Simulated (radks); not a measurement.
Results of a calculation; reference values are marked as such.
Mean orbital radii <r> (bohr) of the terbium ion Tb3+, [Xe] 4f8, at several levels of relativity; Dirac values are averaged over j with weights 2j + 1. Spin-unpolarised spherical Kohn-Sham, PBEsol, point nucleus unless stated (finite: rms radius 5.06 fm), a radial shooting solver on a logarithmic mesh with Libxc functionals. A level marked "c x" has the speed of light scaled by that factor and shares open shells by 2j + 1; other Dirac levels either fill j = l - 1/2 first or share by 2j + 1.

shell	non-rel.	scalar-rel., finite nucleus	Dirac, 2j+1 shares	Dirac, 2j+1 shares, finite nucleus	change of magnitude, last against first (%)
1s	0.02334	0.02151	0.02151	0.02151	-7.83
2s	0.09928	0.09153	0.09098	0.09099	-8.35
2p	0.08417	0.08090	0.08054	0.08054	-4.31
3s	0.2559	0.2395	0.2390	0.2391	-6.57
3p	0.2456	0.2382	0.2375	0.2375	-3.30
3d	0.2176	0.2166	0.2166	0.2166	-0.47
4s	0.5764	0.5411	0.5410	0.5410	-6.14
4p	0.5893	0.5729	0.5721	0.5721	-2.93
4d	0.6222	0.6217	0.6220	0.6220	-0.03
5s	1.385	1.298	1.299	1.299	-6.25
5p	1.538	1.502	1.500	1.500	-2.49
4f	0.7937	0.8274	0.8281	0.8281	+4.32
